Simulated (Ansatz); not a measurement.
The cluster Au₃O⁺. Total charge 1; singlet. Geometry r2SCAN-D4/def2-SVP.

| atom | x (Å) | y (Å) | z (Å) |
| --- | --- | --- | --- |
| Au1 | 1.0171 | -0.1271 | 1.5671 |
| Au2 | 0.0040 | 1.6106 | -0.9526 |
| Au3 | -0.4894 | -1.5713 | -0.8906 |
| O4 | -0.5317 | 0.0878 | 0.2761 |

In the def2 sets Au takes a core potential; there is no spin–orbit coupling. The structure comes from a short search, and lower isomers may exist.

(1) Estimate the orbital energies around the gap (eV) in Ansatz with HF/def2-TZVP, PBE-D4/def2-TZVP, r2SCAN-D4/def2-TZVP, PBE0-D4/def2-SVP, ωB97M-V/def2-TZVP.

Results:

(1) 
```json
{"orbital": "HOMO−9", "HF/def2-TZVP": "-17.46", "PBE-D4/def2-TZVP": "-12.55", "r2SCAN-D4/def2-TZVP": "-12.79", "PBE0-D4/def2-SVP": "-14.04", "ωB97M-V/def2-TZVP": "-16.40"}
{"orbital": "HOMO−8", "HF/def2-TZVP": "-17.46", "PBE-D4/def2-TZVP": "-12.44", "r2SCAN-D4/def2-TZVP": "-12.64", "PBE0-D4/def2-SVP": "-13.89", "ωB97M-V/def2-TZVP": "-16.24"}
{"orbital": "HOMO−7", "HF/def2-TZVP": "-17.43", "PBE-D4/def2-TZVP": "-12.40", "r2SCAN-D4/def2-TZVP": "-12.64", "PBE0-D4/def2-SVP": "-13.88", "ωB97M-V/def2-TZVP": "-16.24"}
{"orbital": "HOMO−6", "HF/def2-TZVP": "-17.36", "PBE-D4/def2-TZVP": "-12.40", "r2SCAN-D4/def2-TZVP": "-12.64", "PBE0-D4/def2-SVP": "-13.88", "ωB97M-V/def2-TZVP": "-16.22"}
{"orbital": "HOMO−5", "HF/def2-TZVP": "-17.35", "PBE-D4/def2-TZVP": "-12.23", "r2SCAN-D4/def2-TZVP": "-12.48", "PBE0-D4/def2-SVP": "-13.72", "ωB97M-V/def2-TZVP": "-16.07"}
{"orbital": "HOMO−4", "HF/def2-TZVP": "-17.25", "PBE-D4/def2-TZVP": "-12.23", "r2SCAN-D4/def2-TZVP": "-12.48", "PBE0-D4/def2-SVP": "-13.72", "ωB97M-V/def2-TZVP": "-16.07"}
{"orbital": "HOMO−3", "HF/def2-TZVP": "-17.18", "PBE-D4/def2-TZVP": "-12.12", "r2SCAN-D4/def2-TZVP": "-12.37", "PBE0-D4/def2-SVP": "-13.59", "ωB97M-V/def2-TZVP": "-15.92"}
{"orbital": "HOMO−2", "HF/def2-TZVP": "-14.88", "PBE-D4/def2-TZVP": "-11.50", "r2SCAN-D4/def2-TZVP": "-11.60", "PBE0-D4/def2-SVP": "-12.47", "ωB97M-V/def2-TZVP": "-14.52"}
{"orbital": "HOMO−1", "HF/def2-TZVP": "-14.47", "PBE-D4/def2-TZVP": "-11.19", "r2SCAN-D4/def2-TZVP": "-11.31", "PBE0-D4/def2-SVP": "-12.22", "ωB97M-V/def2-TZVP": "-14.27"}
{"orbital": "HOMO", "HF/def2-TZVP": "-14.47", "PBE-D4/def2-TZVP": "-11.19", "r2SCAN-D4/def2-TZVP": "-11.31", "PBE0-D4/def2-SVP": "-12.22", "ωB97M-V/def2-TZVP": "-14.27"}
{"orbital": "LUMO", "HF/def2-TZVP": "-4.63", "PBE-D4/def2-TZVP": "-10.00", "r2SCAN-D4/def2-TZVP": "-9.72", "PBE0-D4/def2-SVP": "-8.70", "ωB97M-V/def2-TZVP": "-6.41"}
{"orbital": "LUMO+1", "HF/def2-TZVP": "-3.68", "PBE-D4/def2-TZVP": "-8.85", "r2SCAN-D4/def2-TZVP": "-8.53", "PBE0-D4/def2-SVP": "-7.53", "ωB97M-V/def2-TZVP": "-5.36"}
{"orbital": "LUMO+2", "HF/def2-TZVP": "-3.68", "PBE-D4/def2-TZVP": "-8.84", "r2SCAN-D4/def2-TZVP": "-8.53", "PBE0-D4/def2-SVP": "-7.53", "ωB97M-V/def2-TZVP": "-5.36"}
{"orbital": "LUMO+3", "HF/def2-TZVP": "-1.99", "PBE-D4/def2-TZVP": "-5.09", "r2SCAN-D4/def2-TZVP": "-4.71", "PBE0-D4/def2-SVP": "-4.30", "ωB97M-V/def2-TZVP": "-3.09"}
{"orbital": "LUMO+4", "HF/def2-TZVP": "-1.70", "PBE-D4/def2-TZVP": "-4.80", "r2SCAN-D4/def2-TZVP": "-4.43", "PBE0-D4/def2-SVP": "-4.03", "ωB97M-V/def2-TZVP": "-2.82"}
{"orbital": "LUMO+5", "HF/def2-TZVP": "-1.69", "PBE-D4/def2-TZVP": "-4.80", "r2SCAN-D4/def2-TZVP": "-4.42", "PBE0-D4/def2-SVP": "-4.02", "ωB97M-V/def2-TZVP": "-2.82"}
```
